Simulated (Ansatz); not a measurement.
Ansatz results at the PBE0-D4/def2-TZVP geometry: size of the dipole moment (B3LYP/def2-TZVPP) 3.18 D; size of the dipole moment (PBE/def2-TZVPP) 3.05 D; HOMO energy (B3LYP/def2-TZVPP) -6.71 eV.

Each molecule was computed in one conformer, which needn't be the lowest.

Q: Which molecule gave them?
A. `C[SiH](C)[NH][AlH2]`
B. `C[C@H]1C[C@@H]1Cl`
C. `F[C@H]1B[C@@H]1Cl`
D. `C[B]([InH2])CF`

A: D. The others give `F[C@H]1B[C@@H]1Cl`: 1.65, 1.46, -7.59; `C[SiH](C)[NH][AlH2]`: 1.40, 1.51, -7.23; `C[C@H]1C[C@@H]1Cl`: 2.00, 1.95, -7.38.

B3LYP here is the variant with VWN-RPA as its local correlation; programs differ in this.
